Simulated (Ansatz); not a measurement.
`B[SiH2]CN` + `FBr` → `B[SiH2]Br` + `NCF` at 400 K and 1 bar (formal exchange of groups at the Si–C bond).

Program: Ansatz. Geometries: PBE0-D4/def2-TZVP. ΔE: electronic, gas phase. CBS: MP2 limit from def2 TZ/QZ plus the TZ coupled-cluster correction, frozen cores. For Br outer-core shells are correlated without core-valence functions, which leaves a few kJ/mol of doubt a bond. Scalar relativity is left out up to krypton. Each species was taken in one conformer, which may not be the lowest.

```csv
species,CCSD(T)/CBS energy (Eh),H − E (kJ/mol),S (J/(mol·K))
`B[SiH2]CN`,-411.38926,272.9,380.6
`FBr`,-2673.03720,16.6,238.5
`B[SiH2]Br`,-2889.59767,124.3,344.3
`NCF`,-194.94856,170.1,276.5
```

H − E and S are ideal-gas, rigid-rotor, harmonic terms from PBE0-D4/def2-TZVP, for one conformer and one mirror image of each species. 1 Eh = 2625.50 kJ/mol, R = 8.31446 J/(mol·K).

**Question.** By hand: ΔE, ΔH, ΔS and ΔG.

**Answer.** ΔE = (-2889.59767) + (-194.94856) − (-411.38926) − (-2673.03720) = -0.11977 Eh = -314.5 kJ/mol. Δ(H − E) = 124.3 + 170.1 − 272.9 − 16.6 = 4.9, so ΔH = -309.6 kJ/mol. ΔS = 344.3 + 276.5 − 380.6 − 238.5 = 1.7 J/(mol·K). ΔG = -309.6 − 400 × (1.7)/1000 = -310.3 kJ/mol.

**Question.** By hand: the equilibrium constant, and the temperature at which ΔG would vanish if ΔH and ΔS stayed fixed.

**Answer.** log₁₀ K = −ΔG/(RT ln 10) = 40.5. ΔH and −TΔS have one sign here, so there is no such temperature. One of them is within its doubt of zero, so this could turn.

The number of gas molecules stays the same, so ΔS is small and ΔH decides. A doubt of 5 kJ/mol in ΔE shifts log₁₀ K by 0.7 here. Other conformers and mirror images would add mixing entropy, several J/(mol·K) or more a flexible species. These are equilibria of isolated gas molecules and say nothing of rates. Largest T1 diagnostic: 0.011 (customary marks: 0.02 for closed shells, 0.045 for open ones).
